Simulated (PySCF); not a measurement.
# How methods differ on the excitation energy of Bi

Bi [Xe] 4f14 5d10 6s2 6p3 (4S) → Bi [Xe] 4f14 5d10 6s1 6p4 (4P), as a difference of total energies. All numbers are calculated (PySCF 2.14, scalar relativity by spin-free X2C-1e, in aug-cc-pwCVTZ-DK3). Correlated levels: valence: [Xe] 4f14 5d10 frozen; valence and next inner shell: [Kr] 4d10 4f14 frozen. The calculations carry no spin-orbit coupling.

| method | excitation energy (eV) |
| --- | --- |
| UHF | 9.227 |
| LDA | 10.009 |
| PBE | 9.856 |
| PBE0 | 9.763 |
| r2SCAN | 9.756 |
| MP2 (valence) | 9.194 |
| SCS-MP2 (valence) | 9.181 |
| MP2 (valence and next inner shell) | 9.924 |
| SCS-MP2 (valence and next inner shell) | 9.781 |

Q: How much does correlation contribute at MP2 (valence and next inner shell)?

A: 9.924 − (9.227) = 0.697 eV, measured against UHF.

Spin-orbit coupling is strong in these open shells (close to jj coupling). The scalar numbers leave it out and a first-order estimate fails, so it can dominate the gap to the real levels.

The upper state lies above the first ionisation limit, where it may autoionise and the basis confines it.
